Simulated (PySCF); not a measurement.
RbH: frontier orbitals

PBEsol at R = 2.334 Å; basis Rb x2c-SVPall, H x2c-SVPall; spin-free X2C with a Gaussian nucleus; PySCF 2.14. State: ¹Σ⁺ (singlet), closed shell. Only the outer orbitals are listed, counted within each symmetry.

| orbital | occ. | ε (eV) | on Rb (%) | main shells (%) |
| --- | --- | --- | --- | --- |
| 7σ | 2 | -32.21 | 100 | 100 Rb s |
| 4π | 2 | -16.29 | 100 | 100 Rb p |
| 4π | 2 | -16.29 | 100 | 100 Rb p |
| 8σ | 2 | -16.10 | 100 | 100 Rb p |
| 9σ | 2 | -3.35 | 37 | 63 H s, 25 Rb s |
| 10σ | 0 | -1.48 | 92 | 62 Rb s, 28 Rb p, 8 H s |
| 5π | 0 | -0.11 | 100 | 85 Rb p, 15 Rb d |
| 5π | 0 | -0.11 | 100 | 85 Rb p, 15 Rb d |

**Question.** Which are the highest filled and the lowest empty level, where do they sit, and how wide is the gap?

**Answer.** Highest filled 9σ at -3.35 eV (in %: 63 H s, 25 Rb s); lowest empty 10σ at -1.48 eV (in %: 62 Rb s, 28 Rb p, 8 H s); the gap at PBEsol is 1.87 eV.

```
bond order (Mayer)                              : 0.92
⟨S²⟩                                            : 0.000
charge on Rb (Mulliken, basis-dependent)        : 0.27
charge on Rb (Löwdin, basis-dependent)          : 0.27
dipole moment (positive dipole means Rb(−)H(+)) : -7.19 D
```
